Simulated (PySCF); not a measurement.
**Telling isomers of C5H7F2NO apart by NMR**

Computed data (PySCF 2.14): GFN2-xTB structure, NMR shieldings at PBE0/pcSseg-1/GIAO. Gas phase, equivalent nuclei averaged, non-relativistic, one computed conformer.

Shifts are taken against calculated references (same method and geometry level): ¹H (σref 31.72) and ¹³C (σref 186.93) against TMS. Splittings of carbon signals by F and P are missing where no couplings were computed. Where no couplings were computed, multiplicities follow the n + 1 count of equivalent neighbours, and m marks all less simple cases (inequivalent or close neighbours, rings, F or P nearby). Shifts are as computed. Against solution values, carbons near 30 ppm lie about +3 ppm off and those near 130 ppm about +5 ppm (rms about the fit 2.1 ppm; single classes can miss by 10 ppm). Of 1328 compounds with measured shifts, 309 miss one by over three times the rms of a fit or turn the order of signals round; such compounds aren't used in these exercises. Signals without a measured value on file couldn't be tested in this way; 1H shifts scatter by 0.2 ppm about their fit, and single ones miss by 0.5 ppm. OH and NH positions are gas-phase values without hydrogen bonding to other molecules.

(1) Tabulate the signals of `FC(F)OC1=CCNC1`, `C/C(CC(F)F)=N\C=O` and their relative energies.

(2) What is the quickest way to tell FC(F)OC1=CCNC1 from C/C(CC(F)F)=N\C=O?

Answers

(1) 
```tsv
SMILES	carbon types	δC	δH	E rel. (kcal/mol)
FC(F)OC1=CCNC1	1×C 2×CH 2×CH2	163.8, 123.2, 108.8, 57.0, 57.0	6.62 (m, 1H), 5.16 (t, 1H), 3.94 (m, 2H), 3.87 (s, 2H), 1.12 (br s, 1H)	11.4
C/C(CC(F)F)=N\C=O	1×C 2×CH 1×CH2 1×CH3	166.3, 164.8, 123.4, 50.6, 27.8	9.38 (s, 1H), 6.17 (m, 1H), 2.77 (m, 2H), 2.24 (s, 3H)	0.0
```

Energies are electronic energies at PBE0/pcSseg-1 on these geometries, without zero-point or thermal terms, each for the one conformer computed, which needn't be the lowest.

(2) Both give the same number of carbon signals, but DEPT or the intensities differ. The first has a β carbon of an enol-ether or enamine type C=C (CH) at 108.8 ppm, the second a methyl carbon (CH3) at 27.8 ppm. Their most deshielded carbons lie at 163.8 and 166.3 ppm. In the proton spectra the most deshielded non-exchanging signals are 6.62 (m, 1H) and 9.38 (s, 1H).
